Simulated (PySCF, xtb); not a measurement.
C2H2ClF3, SMILES Cl[C@H](C(F)F)F.

xtb with GFN2-xTB at its own geometry gives an orbital gap of 6.72 eV and a dipole moment of 2.96 D.

The structure is a stationary point at PBE-D3(BJ)/def2-SVP. One conformer was computed; it need not be the lowest.

Question: What does ωB97X/def2-TZVP run with PySCF give? (Estimate from the structure and the level; the computed values follow.)

Answer: gap 14.10 eV (levels -11.78 and 2.33 eV), dipole 2.35 D.
